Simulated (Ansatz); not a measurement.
The same path of CH5Cl2FSi2 (11 atoms, charge 0, multiplicity 1) was run twice with different band settings. The coordinate that changes most is the dihedral Si3–Si2–C4–H11.

Computed with RKS PBE0-D4/6-31G (Ansatz 0.2.0).

Relaxed end points:

```xyz
11
Properties=species:S:1:pos:R:3
F -1.412 -1.871 0.158
Si -0.591 -0.516 -0.476
Si 1.723 -0.715 -0.133
C -1.315 1.019 0.431
Cl -0.647 2.524 -0.433
Cl -0.877 1.036 2.222
H -1.027 -0.372 -1.905
H 2.212 -1.926 -0.873
H 2.017 -0.850 1.329
H 2.381 0.514 -0.686
H -2.400 1.101 0.385
```

```xyz
11
Properties=species:S:1:pos:R:3
F -1.495 -1.647 -0.650
Si -0.463 -0.289 -0.675
Si 1.681 -0.921 0.053
C -1.228 0.992 0.541
Cl -2.872 1.582 -0.047
Cl -0.022 2.405 0.669
H -0.543 0.333 -2.035
H 2.093 -2.178 -0.653
H 1.657 -1.152 1.535
H 2.637 0.186 -0.273
H -1.379 0.633 1.557
```

Common settings: movable images 7; climbing image yes; spring 5.0 eV/Å²; optimiser quadratic models (default); start path through a guess of the saddle point; force threshold 0.05 eV/Å; end points relaxed.

| run | iteration limit |
| --- | --- |
| 1 | 32 |
| 2 | 6 |

Question: What does each run give, and how far can it be trusted?

Answer: Run 1: converged after 6 iterations, highest image 0.077 eV above the first end. A vibrational analysis at the climbing image gives no mode beyond 40i cm⁻¹: the surface is too flat there to confirm a saddle point.
Run 2: converged after 6 iterations, highest image 0.077 eV above the first end. Another band between the same ends (7 images) ends at a top of the same energy, where a vibrational analysis finds no clearly imaginary modes.
Limits of this set-up: no polarisation functions.
